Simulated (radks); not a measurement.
The numbers below are computed, except where a source is named.
Q: Ionisation of Yb3+, [Xe] 4f13, to Yb4+, [Xe] 4f12, under several functionals. Dirac Kohn-Sham, spin-unpolarised, spherical densities, finite nucleus; open shells are shared between the two j in proportion to 2j + 1; a radial shooting solver on a logarithmic mesh with Libxc functionals. Known Delta-SCF values: HCTH/407 47.530 eV. What does BLYP give, and what is its highest occupied eigenvalue?

A: 46.090 eV by Delta-SCF; the 4f7/2 eigenvalue is -35.152 eV. NIST: 43.61 eV (semi-empirical).

Beside tabulated values, note that spin-unpolarised runs miss the spin-polarisation part of the exchange energy of open shells. No tabulated value is given for the 4+ ions of Nd, Pm and Eu to Yb, where it belongs to another shell than the one emptied here.
